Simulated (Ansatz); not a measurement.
Consider the silylene formation by 1,1-elimination: `BC[SiH](C)Cl` → `BCCl` + `C[SiH]`.

Isolated molecules relaxed with PBE0-D4/def2-TZVP in Ansatz; ΔE leaves out vibrations. CBS: MP2 limit from def2 TZ/QZ plus the TZ coupled-cluster correction, frozen cores. This one scheme is used for every species. DFT in def2-TZVPP. B3LYP here is the variant with VWN-RPA as its local correlation; programs differ in this. Each species was taken in one conformer, which may not be the lowest.

```json
{"level": "r2SCAN-D4", "ΔE (kJ/mol)": "449.3", "difference from CCSD(T)/CBS": "19.1"}
{"level": "PBE0-D4", "ΔE (kJ/mol)": "437.8", "difference from CCSD(T)/CBS": "7.6"}
{"level": "ωB97X-V", "ΔE (kJ/mol)": "434.9", "difference from CCSD(T)/CBS": "4.7"}
{"level": "ωB97M-V", "ΔE (kJ/mol)": "426.0", "difference from CCSD(T)/CBS": "-4.2"}
{"level": "B2PLYP", "ΔE (kJ/mol)": "419.0", "difference from CCSD(T)/CBS": "-11.2"}
{"level": "B3LYP", "ΔE (kJ/mol)": "399.6", "difference from CCSD(T)/CBS": "-30.6"}
{"level": "HF/def2-TZVPP", "ΔE (kJ/mol)": "405.1", "difference from CCSD(T)/CBS": "-25.1"}
{"level": "MP2/def2-TZVPP", "ΔE (kJ/mol)": "450.4", "difference from CCSD(T)/CBS": "20.2"}
{"level": "SCS-MP2/def2-TZVPP", "ΔE (kJ/mol)": "430.9", "difference from CCSD(T)/CBS": "0.7"}
{"level": "CCSD/def2-TZVPP", "ΔE (kJ/mol)": "418.4", "difference from CCSD(T)/CBS": "-11.8"}
{"level": "CCSD(T)/def2-TZVPP", "ΔE (kJ/mol)": "422.6", "difference from CCSD(T)/CBS": "-7.6"}
{"level": "HF/def2-QZVPP", "ΔE (kJ/mol)": "405.5", "difference from CCSD(T)/CBS": "-24.7"}
{"level": "SCS-MP2/def2-QZVPP", "ΔE (kJ/mol)": "435.8", "difference from CCSD(T)/CBS": "5.6"}
{"level": "HF/CBS(def2)", "ΔE (kJ/mol)": "405.6", "difference from CCSD(T)/CBS": "-24.6"}
{"level": "MP2/CBS(def2)", "ΔE (kJ/mol)": "458.0", "difference from CCSD(T)/CBS": "27.8"}
{"level": "CCSD/CBS(def2)", "ΔE (kJ/mol)": "426.0", "difference from CCSD(T)/CBS": "-4.2"}
{"level": "CCSD(T)/CBS", "ΔE (kJ/mol)": "430.2", "difference from CCSD(T)/CBS": "0"}
```

Largest T1 diagnostic among the species: 0.012.

In def2-TZVPP, CCSD(T) changes the Hartree–Fock value by +17.5 kJ/mol (the triples alone add +4.2 kJ/mol) and MP2 by +45.3 kJ/mol. The D4 term adds +19.0 kJ/mol with B3LYP and +10.7 kJ/mol with PBE0; it sums over pairs of atoms, weighted by their polarisabilities, and B3LYP, whose exchange is more repulsive, gets the larger term. From PBE to PBE0 (25 % exact exchange), in def2-TZVPP and without D4, ΔE moves by +16.3 kJ/mol.
